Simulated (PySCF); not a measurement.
## Interval between two levels of O²⁺ by level of theory

O²⁺ [He] 2s2 2p2 [3P2, M_J = 2] → O²⁺ [He] 2s1 2p3 [5S2, M_J = 2], as a difference of total energies. All numbers are calculated (PySCF 2.14, the two-component X2C-1e Hamiltonian, in x2c-TZVPall-2c). Correlated levels: 1s2 frozen. "Screened" scales the spin-orbit matrix elements by Boettger's factors to mimic the two-electron term; Breit and QED terms are absent.

| method | interval between two levels (cm⁻¹) |
| --- | --- |
| GHF (spin-free) | 44271 |
| GMP2 (spin-free) | 55125 |
| GHF (screened spin-orbit) | 44145 |
| GMP2 (screened spin-orbit) | 55001 |

The labels give the starting determinants; with spin-orbit coupling the two ends relaxed to ⟨J²⟩ = 6.00, ⟨L²⟩ = 2.00, ⟨S²⟩ = 2.00 and ⟨J²⟩ = 6.00, ⟨L²⟩ = 0.00, ⟨S²⟩ = 6.00.
